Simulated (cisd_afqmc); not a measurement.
Input (AFQMC/CISD/cc-pVTZ; cisd_afqmc is a phaseless AFQMC code with CISD trial states that reads the integrals written by Ansatz):

Ansatz 0.2 input:
```python
import cisd_afqmc

open("ham.yaml", "w").write("""\
crystal:
  periodic: [false, false, false]
  atoms:
    - {symbol: Ga, position_ang: [-0.00000000, -0.00000000, -0.40510264]}
    - {symbol: F, position_ang: [0.00000000, 0.00000000, 1.39535353]}
basis:
  gaussian:
    orbitals: cc-pVTZ
magnetization: {spin_polarized: false}
correlation: {method: ccsd, electrons: outside_noble_gas, hamiltonian_folder: ham}
""")
rep = cisd_afqmc.ansatz("ham.yaml")
e_ccsd = rep["correlation"]["coupled_cluster"]["energy"]["hartree"]
out = cisd_afqmc.run("ham", e_ccsd, trial="CISD", walkers=100, populations=8, threads=8, dt=0.005, steps=40, early=24, settle=10, least=32,
    cut=5e-5, rank_cut=2e-4, target=0.0004, seconds=1500, seed=1, memory=17280, gpu=False)
```

Output:

```
orbitals 58, occupied [5], factors 296 of 475, rank of the doubles 136 of 265
E(HF) = -2022.820511
E(CCSD) on the cut factors = -2023.138232, shift to the whole factors -0.000014
Energy of the trial state on the determinant = -2023.138282
  tau behind 7.2 of longer steps, mean of the populations' last blocks
   2.0  -2023.14804
   4.0  -2023.14749
   6.0  -2023.14713
   8.0  -2023.14778
  10.0  -2023.14809
blocks 386 (0 outliers left out), error by blocks joined: 1: 0.00023, 2: 0.00025, 4: 0.00028, 8: 0.00033, 16: 0.00040
E(AFQMC/CISD) = -2023.14777 +/- 0.00040
```

The error still grows at the longest joins of blocks, or few joins were possible, so the printed bar may be too narrow.
